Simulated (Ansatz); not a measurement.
`[CH3][GeH]([F])[Br]` + HCl → `[F][GeH]([Cl])[Br]` + CH₄ at 600 K and 1 bar (ligand exchange at a Ge–C bond).

Gas-phase electronic energies from Ansatz, PBE0-D4/def2-TZVP geometries. CBS: MP2 limit from def2 TZ/QZ plus the TZ coupled-cluster correction, frozen cores. This one scheme is used for every species. For Br, Ge outer-core shells are correlated without core-valence functions, which leaves a few kJ/mol of doubt a bond. Scalar relativity is left out up to krypton.

```
              species  CCSD(T)/CBS energy (Eh)  H − E (kJ/mol)  S (J/(mol·K))
`[CH3][GeH]([F])[Br]`              -4789.77492           178.9          423.6
                  HCl               -460.38127            35.4          207.2
 `[F][GeH]([Cl])[Br]`              -5209.72032            77.7          400.1
                  CH₄                -40.46206           140.4          215.7
```

H − E and S are ideal-gas, rigid-rotor, harmonic terms from PBE0-D4/def2-TZVP, for one conformer and one mirror image of each species. 1 Eh = 2625.50 kJ/mol, R = 8.31446 J/(mol·K).

Problem. By hand: ΔE, ΔH, ΔS and ΔG.

Solution. ΔE = (-5209.72032) + (-40.46206) − (-4789.77492) − (-460.38127) = -0.02619 Eh = -68.8 kJ/mol. Δ(H − E) = 77.7 + 140.4 − 178.9 − 35.4 = 3.8, so ΔH = -65.0 kJ/mol. ΔS = 400.1 + 215.7 − 423.6 − 207.2 = -15.0 J/(mol·K). ΔG = -65.0 − 600 × (-15.0)/1000 = -56.0 kJ/mol.

Problem. By hand: the equilibrium constant, and the temperature at which ΔG would vanish if ΔH and ΔS stayed fixed.

Solution. log₁₀ K = −ΔG/(RT ln 10) = 4.9. ΔG = 0 at ΔH/ΔS = 4333 K, far beyond where these terms or the molecules hold.

ΔH outweighs TΔS. A doubt of 5 kJ/mol in ΔE shifts log₁₀ K by 0.4 here. Other conformers and mirror images would add mixing entropy, several J/(mol·K) or more a flexible species. These are equilibria of isolated gas molecules and say nothing of rates. Largest T1 diagnostic: 0.010 (customary marks: 0.02 for closed shells, 0.045 for open ones).
